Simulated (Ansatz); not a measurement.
`N#[C][Ga]([Cl])[Cl]` + HBr → `[Cl][Ga]([Cl])[Br]` + `C#N`  (ligand exchange at a Ga–C bond)

Isolated molecules relaxed with PBE0-D4/def2-TZVP in Ansatz; ΔE leaves out vibrations. CBS: MP2 limit from def2 TZ/QZ plus the TZ coupled-cluster correction, frozen cores. This one scheme is used for every species. DFT in def2-TZVPP. B3LYP here is the variant with VWN-RPA as its local correlation; programs differ in this. For Br, Ga outer-core shells are correlated without core-valence functions, which leaves a few kJ/mol of doubt a bond. Scalar relativity is left out up to krypton.

CCSD(T)/CBS gives -90.3 kJ/mol.

Another level gave -90.9 kJ/mol. Which?
A. SCS-MP2/def2-TZVPP
B. B3LYP/def2-TZVPP
C. r2SCAN0-D4/def2-TZVPP
D. RPA@PBE/def2-TZVPP

B. B3LYP -90.9, r2SCAN0-D4 -95.6, RPA@PBE/def2-TZVPP -78.6, SCS-MP2/def2-TZVPP -86.0 kJ/mol.

Largest T1 diagnostic among the species: 0.014.

At CCSD(T), def2-SVP lies +4.7 kJ/mol from the extrapolated value and def2-TZVPP +5.6 kJ/mol. From PBE to PBE0 (25 % exact exchange), in def2-TZVPP and without D4, ΔE moves by −3.1 kJ/mol. Leaving LDA and LC-ωPBE aside and taking each functional with its dispersion term where it has one, the values, not all of them listed here, spread over 8.8 kJ/mol, from BHLYP-D4 to revPBE-D4.
